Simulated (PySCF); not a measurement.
**Dipole moment and polarisability of `CC[C@@H]1C[C@H](C2CC2)[SiH2]1`**

C8H16Si.
Geometry (PBE0-D3(BJ)/def2-SVP, Å), atoms numbered from 1 in this order:
```
atom  x, y, z in Å
C1     3.216   -0.515    0.510
C2     2.408   -0.202   -0.742
C3     1.147    0.598   -0.466
C4     0.047   -0.066    0.409
C5    -1.235    0.613   -0.148
C6    -2.518   -0.159   -0.082
C7    -3.840    0.549   -0.096
C8    -3.367   -0.125    1.159
Si9   -0.232    0.889   -1.743
H10    3.529    0.408    1.024
H11    2.628   -1.108    1.229
H12    4.125   -1.090    0.274
H13    3.040    0.351   -1.459
H14    2.136   -1.144   -1.250
H15    1.409    1.575   -0.020
H16    0.184    0.030    1.500
H17    0.008   -1.148    0.184
H18   -1.362    1.594    0.345
H19   -2.491   -1.121   -0.608
H20   -4.668    0.098   -0.649
H21   -3.828    1.643   -0.126
H22   -3.868   -1.043    1.479
H23   -3.029    0.510    1.984
H24   -0.366   -0.256   -2.702
H25   -0.326    2.172   -2.511
```

Level: wB97X-D/def2-SVPD (PySCF), static field, nuclei fixed, core orbitals frozen in the response. The polarisability tensor in these axes (au):

```
x   137.59  -4.01  -1.96
y    -4.01 103.24  -7.38
z    -1.96  -7.38 117.52
```

Question: Diagonalise the tensor; give its mean and Δα, where Δα² is half the sum of the squared differences of the eigenvalues.

Answer: Principal values 99.59, 120.64 and 138.12 au; mean 119.45 au = 17.70 Å³ = 19.69 × 10⁻⁴⁰ C²·m²/J; Δα = 33.42 au (28 % of the mean).

Question: What is the dipole moment, and where does it point?

Answer: (0.15, 0.03, 0.37) D, 0.40 D in size, pointing from the negative to the positive side. Measured along this direction, the outermost atoms are H24 at the negative end and H10 at the positive end.

Question: Rayleigh depolarisation ratio (linearly polarised light, static tensor)?

Answer: ρ = 3Δα²/(45ᾱ² + 4Δα²) = 3349.7/(642054 + 4466.3) = 0.00518.

Question: Form Σ f/ω² (atomic units) for the 10 lowest TDDFT singlets, given as eV and f, and set it beside the mean polarisability, which is this sum over all singlets: 6.78, 0.0343; 7.19, 0.0506; 7.31, 0.0156; 7.61, 0.0079; 7.67, 0.0126; 7.89, 0.0397; 7.99, 0.0819; 8.08, 0.0396; 8.16, 0.0090; 8.22, 0.0203.

Answer: They add up to 3.95 au, 3.3 % of the 119.45 au; the largest single term is 0.95 au, from the state at 7.99 eV. Terms in order: 0.55, 0.72, 0.22, 0.10, 0.16, 0.47, 0.95, 0.45, 0.10, 0.22 au. Higher excitations give the rest. The strengths listed sum to 0.311.

Question: Orientational against electronic polarisability at 500 K (dilute gas, rigid molecules)?

Answer: In Gaussian units μ²/3kT = 0.76 Å³ against 17.70 Å³, a ratio of 0.04; the Debye molar polarisation (4π/3)N_A(α + μ²/3kT) is 46.6 cm³/mol, leaving out the vibrational part.

Isolated species at its PBE0-D3(BJ)/def2-SVP geometry (one conformer only).
